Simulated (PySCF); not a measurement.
How methods differ on the excitation energy of Cr⁺

Cr⁺ [Ar] 3d5 (6S) → Cr⁺ [Ar] 3d4 4s1 (6D), as a difference of total energies. Calculation: PySCF 2.14, in def2-QZVPPD (11s6p5d3f2g, 93 functions); no relativity, point nucleus. Correlated levels: valence: [Ar] frozen; valence and next inner shell: [Ne] frozen. The calculations carry no spin-orbit coupling.

| method | excitation energy (cm⁻¹) | difference from reference (cm⁻¹) |
| --- | --- | --- |
| UHF | 8020.7 | -4257 |
| LDA | 16070 | +3792 |
| PBE | 14814 | +2536 |
| PBE0 | 14307 | +2029 |
| r2SCAN | 13602 | +1324 |
| CAM-B3LYP | 14046 | +1768 |
| wB97X-V | 14853 | +2575 |
| HSE06 | 13804 | +1526 |
| B2PLYP | 13253 | +975 |
| MP2 (valence) | 13165 | +887 |
| SCS-MP2 (valence) | 9735.6 | -2542 |
| MP2 (valence and next inner shell) | 15957 | +3679 |
| SCS-MP2 (valence and next inner shell) | 12472 | +194 |

Reference: 12278 cm⁻¹ (measured; NIST levels, between the centres of gravity of the two terms).

These non-relativistic numbers lack the scalar-relativistic shift.

Errors of the correlated levels include the incompleteness of this basis and the frozen core.
